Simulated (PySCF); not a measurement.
Structure problem from calculated spectra and properties.

Formula: C3H8Cl2OSi2.

| Property | Result |
| --- | --- |
| Polarisability | 122.2 au [PBE0/def2-SVPD] |
| UV, first state | lowest singlet excitation: 5.65 eV (219 nm, f = 0.065) [TDDFT PBE0/def2-SVPD] |
| 13C NMR | chemical shifts (computed TMS as zero) by class: 151.8 (1 C), 103.7 (1 C), 29.3 (1 C) ppm [GIAO PBE0/pcSseg-1] |
| Rotational structure | rotational constants A, B, C: 1.143, 0.595, 0.457 GHz [GFN2-xTB] |
| Triplet | lowest triplet excitation (Tamm–Dancoff): 4.25 eV [TDA PBE0/def2-SVPD] |
| NMR, other nuclei | isotropic shieldings of nuclei other than C and H, by class: 199 (1 O), 352 (1 Si), 416 (1 Si), 901 (1 Cl), 903 (1 Cl) ppm [GIAO PBE0/pcSseg-1] |
| 1H NMR | chemical shifts (computed TMS as zero) by class: 6.75 (1 H), 6.19 (1 H), 5.00 (1 H), 4.73 (1 H), 4.26 (1 H), 3.82 (1 H), 3.26 (1 H), 3.21 (1 H) ppm [GIAO PBE0/pcSseg-1] |
| Dipole | 1.32 D [PBE0/def2-SVPD] |

Gas-phase values; electronic properties from PySCF, density fitting. Levels stand in brackets. The structure is a single GFN2-xTB conformer in the gas phase; no vibrational or solvent corrections. NMR values are class means; diastereotopic atoms form classes of their own.

Problem. What is the compound? Reason from the data.

Solution. Numbering: `[CH2:1]=[CH:2][O:3][Si@@H:4]([Cl:5])[SiH2:6][CH2:7][Cl:8]`. Its formula, C3H8Cl2OSi2, gives 1 degree of unsaturation: 0 rings and 1 π bond in the structure found. 3 carbons fall into 3 classes; from least to most shielded: vinylic carbon bearing oxygen [C2] (151.8 ppm), terminal =CH2 carbon [C1] (103.7 ppm), sp3 C–Cl carbon [C7] (29.3 ppm). Hydrogen classes from least to most shielded: 1 H on a vinylic carbon bearing oxygen, C2 (6.75 ppm), 1 H on a chlorine-bound silicon, Si4 (6.19 ppm), 1 H on a terminal =CH2 carbon, C1 (5.00 ppm), 1 H on a terminal =CH2 carbon, C1 (4.73 ppm), 1 H on an SiH2 silicon, Si6 (4.26 ppm), 1 H on an SiH2 silicon, Si6 (3.82 ppm), 1 H on an sp3 C–Cl carbon, C7 (3.26 ppm), 1 H on an sp3 C–Cl carbon, C7 (3.21 ppm). The other shieldings belong to: 199 ppm, silyl ether oxygen [O3]; 352 ppm, chlorine-bound silicon [Si4]; 416 ppm, SiH2 silicon [Si6]; 901 ppm, silicon-bound chlorine [Cl5]; 903 ppm, alkyl chlorine [Cl8]. S1 is mainly HOMO→LUMO (weight 0.93); the largest Löwdin shares of the orbital it empties are 0.37 on the terminal =CH2 carbon, 0.27 on the vinylic carbon bearing oxygen and 0.21 on the silyl ether oxygen, of the orbital it fills 0.24 on the chlorine-bound silicon, 0.24 on the SiH2 silicon, 0.08 on an Si–H hydrogen and 0.07 on the silicon-bound chlorine. The optimised geometry has point group C1 and is an asymmetric top. Structure: `C=CO[Si@@H](Cl)[SiH2]CCl`. Computed isomers that give other values at the same levels: `CO[SiH2]/C=C(\Cl)[SiH2]Cl` (13C chemical shifts (computed TMS as zero) by class: 162.7 (1 C), 153.8 (1 C), 53.9 (1 C) ppm); `C=CO[Si@H](Cl)C[SiH2]Cl` (13C chemical shifts (computed TMS as zero) by class: 150.3 (1 C), 102.4 (1 C), 11.6 (1 C) ppm); `C=CO[SiH2][Si@H](Cl)CCl` (13C chemical shifts (computed TMS as zero) by class: 153.3 (1 C), 102.9 (1 C), 33.5 (1 C) ppm). The assignments are read from this structure; whether some other isomer fits the data as well wasn't checked. The mirror image fits equally.

Conformer computed: `[CH2:1]=[CH:2][O:3][Si@@H:4]([Cl:5])[SiH2:6][CH2:7][Cl:8]`: C1–C2–O3–Si4 -179°, C2–O3–Si4–Cl5 60°, O3–Si4–Si6–C7 62°, Si4–Si6–C7–Cl8 57°.
